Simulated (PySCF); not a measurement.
Radial density of Te³⁴⁺ (tellurium, charge +34)

B3LYP, [Ar], closed-shell 1S. All numbers are calculated (PySCF 2.14, no relativity, point nucleus, in an even-tempered Gaussian basis (16 s from 5.6 bohr⁻², ratio 2.5; 10 p from 7.3 bohr⁻², ratio 2.5; 5 d from 33 bohr⁻², ratio 2.7; 4 f from 50 bohr⁻², ratio 2.7)).

| r (bohr) | 4πr²ρ (e/bohr) |
| --- | --- |
| 0.000561 | 0.3709 |
| 0.000944 | 1.008 |
| 0.00159 | 2.668 |
| 0.00267 | 6.746 |
| 0.00449 | 15.80 |
| 0.00755 | 32.55 |
| 0.0127 | 54.33 |
| 0.0214 | 65.70 |
| 0.0360 | 58.69 |
| 0.0605 | 69.82 |
| 0.102 | 74.33 |
| 0.171 | 31.06 |
| 0.288 | 35.33 |
| 0.484 | 5.666 |
| 0.814 | 0.03995 |

A non-relativistic calculation at this Z misses sizeable relativistic shifts.
